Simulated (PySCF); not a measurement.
# Working out the ionisation energy of Kr²⁺

Kr²⁺ [Ar] 3d10 4s2 4p4 (3P) → Kr³⁺ [Ar] 3d10 4s2 4p3 (4S). All numbers are calculated (PySCF 2.14, scalar relativity by spin-free X2C-1e, in aug-cc-pVDZ-DK (6s5p3d, 36 functions)). Frozen: [Ar] 3d10. Energies in hartree (1 hartree = 27.21139 eV):

| part | Kr²⁺ (lower) | Kr³⁺ (upper) |
| --- | --- | --- |
| UHF | -2786.714897 | -2785.456978 |
| CCSD correlation | -0.090639 | -0.074198 |
| (T) | -0.000945 | -0.000574 |

What does Hartree-Fock give?

(-2785.456978) − (-2786.714897) = 1.257919 hartree = 34.230 eV.

What do CCSD and CCSD(T) give?

The CCSD correlation energies differ by 0.016441 hartree = 0.447 eV and the triples by 0.000371 hartree = 0.010 eV, so CCSD gives 34.677 eV and CCSD(T) 34.687 eV.

Reference: 35.838 ± 0.02 eV (measured; NIST Atomic Spectra Database, ionization energies), between the lowest levels; spin-orbit coupling is absent from the calculation.

A double-zeta basis recovers only part of the correlation energy.

What remains against the reference includes basis incompleteness, the frozen core and higher excitations.
